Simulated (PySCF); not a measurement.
Input of a run (PBE0-D3(BJ)/def2-SVP geometry optimisation, gas phase (PySCF 2.14.0)), started from GFN2-xTB:
```
{"job": {"xc": "PBE0", "basis": "def2-SVP", "d3": "d3bj", "grid": 1, "shake": 0.01, "kind": "geom"}, "charge": 0, "multiplicity": 1}
B      1.799600     0.938990     0.444250
N      0.816840     0.017890     0.210920
C      0.434470    -1.202710    -0.423230
C     -0.485240    -0.409490     0.388130
C     -1.634360     0.352570    -0.286420
H      2.841620     0.813580    -0.024560
H      1.513300     1.896790     1.093270
H      0.885730    -2.110570    -0.013550
H      0.363630    -1.192280    -1.475950
H     -0.774720    -0.789850     1.391800
H     -1.922150     1.210580     0.345070
H     -1.300350     0.724550    -1.240360
H     -2.532560    -0.266950    -0.419700
```

Output (energies in Eh, forces in Eh/bohr):
```
step   0  E = -198.33030976  max force = 0.057228
step   1  E = -198.33674426  max force = 0.009528
step   2  E = -198.33705101  max force = 0.004229
step   3  E = -198.33711570  max force = 0.001725
step   4  E = -198.33712930  max force = 0.001065
step   5  E = -198.33713878  max force = 0.000790
step   6  E = -198.33714555  max force = 0.000765
step   7  E = -198.33715317  max force = 0.000811
step   8  E = -198.33715739  max force = 0.000733
step   9  E = -198.33716121  max force = 0.000559
step  10  E = -198.33716414  max force = 0.000376
optimisation converged
```

**Question.** Summarise the run.

**Answer.** The energy falls by 4.3 kcal/mol over 11 energy and gradient evaluations, the largest force component goes from 0.0572 to 3.8e-04 Eh/bohr, and the atoms move by 0.039 Å rms after alignment. The bond that changes most is B1–H6 (three-coordinate boron to B–H hydrogen), which lengthens by 0.060 Å. Bonds longer at the end by more than 0.005 Å: 7 of 13; shorter: 3. Among the angles that change most is C5–C4–H10, from 111.8° to 115.0°. The energy never rose by more than 1e-6 Eh on the way. The first step brought 94 % of the lowering.

**Question.** What are the final bond lengths?

**Answer.** B1–N2 1.380 Å, N2–C3 1.421 Å, C3–C4 1.501 Å, C4–C5 1.503 Å, N2–C4 1.422 Å, B1–H6 1.210 Å, B1–H7 1.211 Å, C3–H8 1.097 Å, C3–H9 1.097 Å, C4–H10 1.099 Å, C5–H11 1.101 Å, C5–H12 1.100 Å, C5–H13 1.101 Å. Numbering counts from 1 in the input's order; the species is `BN1C[C@@H]1C`.

The run used 110 basis functions and 61 SCF cycles in all.

Not checked by PBE0-D3(BJ)/def2-SVP frequencies.
